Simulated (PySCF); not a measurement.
Isomers of C6H7N, one GFN2-xTB conformer each. Single-point energies are computed at PBE0/pcSseg-1 (PySCF, gas phase, no added dispersion term), electronic only.

```tsv
SMILES	GFN2-xTB relative energy (kJ/mol)
C=C1CC(C#N)C1	77.0
N#CC1=CCCC1	0.0
C=C1C[C@@]1(C)C#N	127.2
```

Conformers: `[N:1]#[C:2][C:3]1=[CH:4][CH2:5][CH2:6][CH2:7]1` with C3–C4–C5–C6 12°, C4–C5–C6–C7 -19°, C5–C6–C7–C3 19°, C2–C3–C7–C6 169°.

**Question.** What does PBE0/pcSseg-1 give for the same structures?

**Answer.** 
```tsv
SMILES	PBE0/pcSseg-1 E (Eh)	PBE0/pcSseg-1 (kJ/mol)	GFN2-xTB (kJ/mol)	point group
N#CC1=CCCC1	-287.19230	0.0	0.0	C1
C=C1CC(C#N)C1	-287.15412	100.2	77.0	Cs
C=C1C[C@@]1(C)C#N	-287.13833	141.7	127.2	C1
```

Both levels put the same isomer lowest; measured from each level's own lowest isomer, the values differ by up to 23.2 kJ/mol (C=C1CC(C#N)C1: 77.0 against 100.2). As drawn, the highest has a three-membered ring and a quaternary carbon, which the lowest lacks.

**Question.** Which frontier levels, dipoles and rotational constants go with these structures?

**Answer.** 
| SMILES | HOMO (eV, PBE0/pcSseg-1) | LUMO (eV) | dipole (D) | A, B, C (MHz) |
| --- | --- | --- | --- | --- |
| N#CC1=CCCC1 | -7.57 | -1.18 | 4.67 | 7295, 1840, 1518 |
| C=C1CC(C#N)C1 | -7.65 | -0.30 | 3.95 | 7658, 1631, 1539 |
| C=C1C[C@@]1(C)C#N | -8.20 | -0.51 | 4.23 | 3841, 2241, 1879 |
